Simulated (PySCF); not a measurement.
**Excitation energy of Pd²⁺ by level of theory**

Pd²⁺ [Kr] 4d8 (3F) → Pd²⁺ [Kr] 4d7 5s1 (5F), as a difference of total energies. Calculation: PySCF 2.14, in aug-cc-pwCVTZ-PP with ECP28MDF (8s8p7d4f3g, 122 functions); a scalar-relativistic core potential. Correlated levels: valence: 4s2 4p6 frozen; valence and next inner shell: nothing frozen outside the core potential. The calculations carry no spin-orbit coupling.

```csv
method,excitation energy (eV)
UHF,5.940
LDA,6.035
PBE,6.098
PBE0,6.272
r2SCAN,6.142
M06,6.491
B3LYP,6.217
B97-3,6.635
MP2 (valence),6.689
SCS-MP2 (valence),7.057
MP2 (valence and next inner shell),6.312
SCS-MP2 (valence and next inner shell),6.545
```

Question: How much does correlation contribute at MP2 (valence and next inner shell)?

Answer: 6.312 − (5.940) = 0.372 eV, measured against UHF.
